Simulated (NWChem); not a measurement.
System: CCl3F; SMILES FC(Cl)(Cl)Cl

The following NWChem deck was run.

```
start job
memory heap 200 mb stack 900 mb global 1100 mb
geometry units angstroms noautosym nocenter noautoz
  F      0.000000     0.000000     1.589100
  C      0.000000     0.000000     0.251699
  Cl     1.334572    -1.049877    -0.309501
  Cl    -1.576506    -0.630834    -0.309501
  Cl     0.241935     1.680712    -0.309501
end
basis spherical
  F library 6-31g*
  C library 6-31g*
  Cl library 6-31g*
end
dft
  xc xpbe96 cpbe96
  iterations 150
end
cosmo
  do_cosmo_smd true
  solvent methanol
end
task dft energy
```

Parts of the log:

```
             Northwest Computational Chemistry Package (NWChem) 7.3.0
             --------------------------------------------------------

                             Geometry "geometry" -> ""
                             -------------------------

 Output coordinates in angstroms (scale by  1.889725989 to convert to a.u.)

  No.       Tag          Charge          X              Y              Z
 ---- ---------------- ---------- -------------- -------------- --------------
    1 F                    9.0000     0.00000000     0.00000000     1.58910000
    2 C                    6.0000     0.00000000     0.00000000     0.25169900
    3 Cl                  17.0000     1.33457200    -1.04987700    -0.30950100
    4 Cl                  17.0000    -1.57650600    -0.63083400    -0.30950100
    5 Cl                  17.0000     0.24193500     1.68071200    -0.30950100

 Effective nuclear repulsion energy (a.u.)     363.2656296344

  pbe96 is a nonlocal functional; adding pw91lda local functional.

                                 NWChem DFT Module
                                 -----------------

 Summary of "ao basis" -> "ao basis" (spherical)
 ------------------------------------------------------------------------------
       Tag                 Description            Shells   Functions and Types
 ---------------- ------------------------------  ------  ---------------------
 F                           6-31g*                  6       14   3s2p1d
 C                           6-31g*                  6       14   3s2p1d
 Cl                          6-31g*                  8       18   4s3p1d

 in cosmo_initialize ...
 calling solv_data for solv:methanol

 solvent parameters
 solvname_short: methanol
 solvname_long:  methanol
 dielec:       32.6130
 dielecinf:     1.7657
 nonaqueous SMD model solvent descriptors
 dielec:       32.6130
 sola:          0.4300
 solb:          0.4700
 solc:          0.0000
 solg:         31.7700
 solh:          0.0000
 soln:          1.3288

          ---------------
          -cosmo- solvent
          ---------------
 Cosmo: York-Karplus, doi: 10.1021/jp992097l
 dielectric constant -eps-     =  32.61
 screen = (eps-1)/(eps    )    =   0.96934
 surface charge correction     = lagrangian

   van der Waals surface
 --------------------------

[...]

                                COSMO-SMD solvation results
                                ---------------------------

             internal energy in gas <Psi(g)|H|Psi(g)> =     -1517.759600701685
         internal energy in solvent <Psi(s)|H|Psi(s)> =     -1517.759594184017
                               delta internal energy  =         0.000006517667 (    0.00 kcal/mol)
   total free energy in solvent <Psi(s)|H+V/2|Psi(s)> =     -1517.760124842885
 polarization energy contribution <Psi(s)|V/2|Psi(s)> =        -0.000530658867 (   -0.33 kcal/mol)
    total free energy in solvent including G(SMD-CDS) =     -1517.763392642709
                       G(SMD-CDS) energy contribution =        -0.003267799824 (   -2.05 kcal/mol)
     1 M fixed-concentration free energy of solvation =        -0.003791941025 (   -2.38 kcal/mol)

                       DFT Final Molecular Orbital Analysis
                       ------------------------------------

 Vector   31  Occ=2.000000D+00  E=-2.935774D-01
              MO Center= -1.5D-01,  5.8D-01, -2.1D-01, r^2= 3.7D+00
   Bfn.  Coefficient  Atom+Function         Bfn.  Coefficient  Atom+Function
  ----- ------------  ---------------      ----- ------------  ---------------
    73      0.510721  5 Cl pz                55     -0.345093  4 Cl pz
    77      0.261664  5 Cl pz                72      0.236276  5 Cl py
    54      0.211904  4 Cl py                36      0.210127  3 Cl py
    69     -0.198437  5 Cl pz                59     -0.176808  4 Cl pz
    37     -0.165839  3 Cl pz                 4     -0.155380  1 F  py

 Vector   32  Occ=2.000000D+00  E=-2.935633D-01
              MO Center=  1.5D-01, -5.8D-01, -2.1D-01, r^2= 3.7D+00
   Bfn.  Coefficient  Atom+Function         Bfn.  Coefficient  Atom+Function
  ----- ------------  ---------------      ----- ------------  ---------------
    37      0.494351  3 Cl pz                55     -0.390491  4 Cl pz
    41      0.253269  3 Cl pz                35      0.228509  3 Cl px
    53      0.226867  4 Cl px                71      0.202740  5 Cl px
    59     -0.200066  4 Cl pz                33     -0.192077  3 Cl pz
     3     -0.155363  1 F  px                51      0.151722  4 Cl pz

 Vector   33  Occ=2.000000D+00  E=-2.812395D-01
              MO Center=  5.7D-04, -1.3D-03, -3.1D-01, r^2= 4.1D+00
   Bfn.  Coefficient  Atom+Function         Bfn.  Coefficient  Atom+Function
  ----- ------------  ---------------      ----- ------------  ---------------
    71      0.452220  5 Cl px                54      0.424375  4 Cl py
    36     -0.359493  3 Cl py                35     -0.283006  3 Cl px
    75      0.236041  5 Cl px                58      0.221505  4 Cl py
    40     -0.187640  3 Cl py                67     -0.174764  5 Cl px
    53     -0.170094  4 Cl px                50     -0.164004  4 Cl py

 Vector   34  Occ=0.000000D+00  E=-9.277607D-02
              MO Center= -7.2D-05,  1.1D-04, -2.7D-01, r^2= 3.7D+00
   Bfn.  Coefficient  Atom+Function         Bfn.  Coefficient  Atom+Function
  ----- ------------  ---------------      ----- ------------  ---------------
    20      1.287577  2 C  s                 76      0.443018  5 Cl py
    57     -0.415525  4 Cl px                23     -0.372185  2 C  pz
    39      0.351754  3 Cl px                72      0.346039  5 Cl py
    53     -0.324552  4 Cl px                16      0.318049  2 C  s
    38     -0.307112  3 Cl s                 56     -0.307127  4 Cl s

[...]
```

Level: PBE/6-31G* (spherical d), SMD on the gas-phase geometry. All runs use the structure optimised with B3LYP/6-31G* (spherical d). Solvent: methanol.
